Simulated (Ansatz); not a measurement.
Consider the ligand exchange at a B–F bond: `FB1OC[SiH2]1` + H₂S → `SB1OC[SiH2]1` + H–F.

Program: Ansatz. Geometries: PBE0-D4/def2-TZVP. ΔE: electronic, gas phase. CBS: MP2 limit from def2 TZ/QZ plus the TZ coupled-cluster correction, frozen cores. This one scheme is used for every species. DFT in def2-TZVPP. One conformer a species, not always the lowest.

| level | ΔE (kJ/mol) |
| --- | --- |
| PBE0-D4 | 66.4 |
| B2PLYP | 78.3 |
| r2SCAN | 75.4 |
| MP2/def2-TZVPP | 64.6 |

Problem. What does CCSD(T)/CBS give? (An estimate is asked.)

Solution. The calculation gave: +68.1 kJ/mol. The listed levels differ from it by -1.7, 10.2, 7.3, -3.5 kJ/mol.

Largest T1 diagnostic among the species: 0.015.

In def2-TZVPP, CCSD(T) changes the Hartree–Fock value by −25.7 kJ/mol (the triples alone add −4.8 kJ/mol) and MP2 by −33.3 kJ/mol. The D4 term adds −8.2 kJ/mol with B3LYP and −4.6 kJ/mol with PBE0; it sums over pairs of atoms, weighted by their polarisabilities, and B3LYP, whose exchange is more repulsive, gets the larger term.

B3LYP here is the variant with VWN-RPA as its local correlation; programs differ in this.
